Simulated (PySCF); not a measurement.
C6H7F. Atoms are numbered in the order given.

```xyz
14

C      1.8137     1.0602    -1.4399
C      0.8717     0.4148    -0.7378
C      0.0959     0.9470     0.3750
C     -0.7493     0.0039     0.8165
F     -1.6065     0.1372     1.8149
C     -0.6784    -1.2921     0.0826
C      0.4178    -1.0221    -0.9648
H      2.3429     0.5723    -2.2622
H      2.0810     2.0944    -1.2110
H      0.1895     1.9537     0.7818
H     -0.4317    -2.1180     0.7713
H     -1.6565    -1.5420    -0.3626
H      0.0399    -1.1499    -1.9901
H      1.2649    -1.7152    -0.8520
```

Geometry: PBE0-D3(BJ)/def2-SVP. The structure was generated by enumeration, and PubChem lists no compound with its InChIKey, so it may never have been made. The values are those of a single conformer.

All values below come from PBE/def2-TZVP in PySCF.

ESP charges are fitted to the potential on shells at 1.4 to 2.0 van der Waals radii. Atomic charges (e):

| atom | IAO | Löwdin | Mulliken | ESP fit |
|---|---|---|---|---|
| C1 | -0.38 | ? | -0.33 | -0.75 |
| C2 | 0.03 | ? | 0.08 | 0.43 |
| C3 | -0.22 | -0.11 | -0.23 | -0.53 |
| C4 | 0.30 | ? | 0.18 | 0.41 |
| F5 | -0.23 | ? | -0.14 | -0.19 |
| C6 | -0.30 | -0.21 | -0.15 | -0.28 |
| C7 | -0.28 | -0.19 | -0.16 | -0.20 |
| H8 | 0.15 | 0.12 | 0.11 | 0.22 |
| H9 | 0.15 | 0.12 | 0.11 | 0.24 |
| H10 | 0.16 | 0.15 | 0.11 | 0.23 |
| H11 | 0.15 | ? | 0.11 | 0.12 |
| H12 | 0.15 | ? | 0.11 | 0.12 |
| H13 | 0.16 | 0.15 | 0.11 | 0.10 |
| H14 | 0.16 | 0.15 | 0.11 | 0.10 |

Q: Some entries are withheld; supply them. (Estimate from the structure and the level; the computed values follow.)

A: 
- C1, Löwdin: -0.21
- C2, Löwdin: -0.20
- C4, Löwdin: -0.30
- F5, Löwdin: 0.24
- H11, Löwdin: 0.15
- H12, Löwdin: 0.15

Computed Mayer and Wiberg (Löwdin basis) orders of the bonds:
```csv
bond,Mayer,Wiberg
C1–C2,1.75,1.99
C2–C3,1.06,1.23
C3–C4,1.72,1.80
C4–F5,1.14,1.79
C4–C6,1.07,1.19
C2–C7,1.00,1.10
C6–C7,1.07,1.16
C1–H8,0.96,0.89
C1–H9,0.95,0.89
C3–H10,0.97,0.83
C6–H11,0.91,0.84
C6–H12,0.91,0.84
C7–H13,0.92,0.84
C7–H14,0.92,0.84
```
